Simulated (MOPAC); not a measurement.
Input for MOPAC: AM1 on F2HOSb (SMILES [OH][Sb]([F])[F]), a point of a torsion scan.

```
AM1 1SCF PRECISE CHARGE=0 THREADS=1
F2HOSb

O      1.03582278 1    -0.61717621 1    -0.00057270 1
Sb    -0.47682092 1     0.11539551 1     0.89277585 1
F     -1.54466113 1    -1.36682143 1     0.17965449 1
F     -0.87693999 1     1.27088134 1    -0.68186934 1
H      1.68097096 1     0.03408815 1    -0.27505418 1
```

The log:

```
*******************************************************************************
 **                                                                           **
 **                              MOPAC v23.2.5                                **
 **                                                                           **
 *******************************************************************************
 ** MOPAC's Digital Object Identifier: https://doi.org/10.5281/zenodo.6511958 **
 **                                                                           **
 ** Please cite the open-source release paper for use of this MOPAC version:  **
 ** J. E. Moussa and J. J. P. Stewart (2026)                                  **
 ** MOPAC: An open-source semiempirical molecular orbital program             **
 ** J. Open Source Softw., 11(119), 8025, https://doi.org/10.21105/joss.08025 **
 *******************************************************************************

                              AM1 CALCULATION RESULTS

 *******************************************************************************
 *  AM1        - The AM1 Hamiltonian to be used
 *
 *
 *
 *                 CHARGE ON SYSTEM = 0
 *
 *
 *
 *  PRECISE    - TIGHTER CRITERIA TO BE USED
 *  1SCF       - DO 1 SCF AND THEN STOP
 *  THREADS=1  - MULTI-THREADING NOT USED
 *  T=         - A TIME OF 172800.0 SECONDS REQUESTED
 *  DUMP=N     - RESTART FILE WRITTEN EVERY 7200.0 SECONDS REQUESTED
 *******************************************************************************
AM1 1SCF PRECISE CHARGE=0 THREADS=1
 F2HOSb

   ATOM   CHEMICAL          X               Y               Z
  NUMBER   SYMBOL      (ANGSTROMS)     (ANGSTROMS)     (ANGSTROMS)

     1       O          1.03582278  *  -0.61717621  *  -0.00057270  *
     2      Sb         -0.47682092  *   0.11539551  *   0.89277585  *
     3       F         -1.54466113  *  -1.36682143  *   0.17965449  *
     4       F         -0.87693999  *   1.27088134  *  -0.68186934  *
     5       H          1.68097096  *   0.03408815  *  -0.27505418  *



          CARTESIAN COORDINATES

    NO.       ATOM           X           Y           Z

     1         O          1.0358     -0.6172     -0.0006
     2        Sb         -0.4768      0.1154      0.8928
     3         F         -1.5447     -1.3668      0.1797
     4         F         -0.8769      1.2709     -0.6819
     5         H          1.6810      0.0341     -0.2751

  H: (AM1): M.J.S. DEWAR ET AL, J. AM. CHEM. SOC. 107 3902-3909 (1985)
  O: (AM1): M.J.S. DEWAR ET AL, J. AM. CHEM. SOC. 107 3902-3909 (1985)
  F: (AM1): M.J.S. DEWAR AND E. G. ZOEBISCH, THEOCHEM, 180, 1 (1988).
 Sb: (AM1): J. J. P. STEWART, J. MOL. MOD., 10, 155-164 (2004)

           Empirical Formula: H O Sb F2  =     5 atoms



      MOLECULAR POINT GROUP   :   C1


      RHF CALCULATION, NO. OF DOUBLY OCCUPIED LEVELS = 13


 -------------------------------------------------------------------------------
 AM1 1SCF PRECISE CHARGE=0 THREADS=1
 F2HOSb



     1SCF WAS SPECIFIED, SO BFGS WAS NOT USED
     SCF FIELD WAS ACHIEVED


                              AM1 CALCULATION
                                                       MOPAC v23.2.5 Linux




          FINAL HEAT OF FORMATION =       -115.72509 KCAL/MOL =    -484.19379 KJ/MOL


          COSMO AREA              =        106.69 SQUARE ANGSTROMS
          COSMO VOLUME            =         95.39 CUBIC ANGSTROMS

          IONIZATION POTENTIAL    =         11.026332 EV
          HOMO LUMO ENERGIES (EV) =        -11.026  0.733
          NO. OF FILLED LEVELS    =         13
          MOLECULAR WEIGHT        =        176.7541         POINT GROUP:  C1

          MOLECULAR DIMENSIONS (Angstroms)

            Atom       Atom       Distance
            H     5    F     3     3.54599
            F     4    O     1     2.62021
            F     3   Sb     2     1.15141


          SCF CALCULATIONS        =          1





   ATOM   CHEMICAL          X               Y               Z
  NUMBER   SYMBOL      (ANGSTROMS)     (ANGSTROMS)     (ANGSTROMS)

     1       O          1.03582278  *  -0.61717621  *  -0.00057270  *
     2      Sb         -0.47682092  *   0.11539551  *   0.89277585  *
     3       F         -1.54466113  *  -1.36682143  *   0.17965449  *
     4       F         -0.87693999  *   1.27088134  *  -0.68186934  *
     5       H          1.68097096  *   0.03408815  *  -0.27505418  *

                             CARTESIAN COORDINATES

   1    O        1.035822780    -0.617176210    -0.000572700
   2   Sb       -0.476820920     0.115395510     0.892775850
   3    F       -1.544661130    -1.366821430     0.179654490
   4    F       -0.876939990     1.270881340    -0.681869340
   5    H        1.680970960     0.034088150    -0.275054180


           Empirical Formula: H O Sb F2  =     5 atoms



      MOLECULAR POINT GROUP   :   C1


                  EIGENVALUES
 -45.23013 -44.21160 -35.62524 -19.34022 -16.82915 -14.55147 -14.12126 -13.85215
 -13.26134 -13.08007 -13.06143 -12.63595 -11.02633   0.73274   0.93028   1.65370
   5.54943


              NET ATOMIC CHARGES AND DIPOLE CONTRIBUTIONS

  ATOM NO.   TYPE          CHARGE      No. of ELECS.   s-Pop       p-Pop
    1          O          -0.659653        6.6597     1.88472     4.77493
    2         Sb           1.422575        3.5774     1.79048     1.78695
    3          F          -0.477528        7.4775     1.95869     5.51884
    4          F          -0.508226        7.5082     1.96339     5.54484
    5          H           0.222831        0.7772     0.77717
 DIPOLE           X         Y         Z       TOTAL
 POINT-CHG.     0.943     2.813     7.060     7.658
 HYBRID         0.386    -0.568    -3.008     3.085
 SUM            1.329     2.245     4.052     4.819


          ATOMIC ORBITAL ELECTRON POPULATIONS

     Atom    s        px        py        pz
    1  O   1.88472   1.45814   1.48754   1.82926
    2 Sb   1.79048   0.49680   0.49034   0.79980
    3  F   1.95869   1.85116   1.74070   1.92698
    4  F   1.96339   1.96270   1.84684   1.73529
    5  H   0.77717

 **********************
 *                    *
 * JOB ENDED NORMALLY *
 *                    *
 **********************




 == MOPAC DONE ==
```

The run finished.

Cost: about 0.020 core-seconds (a rough figure).
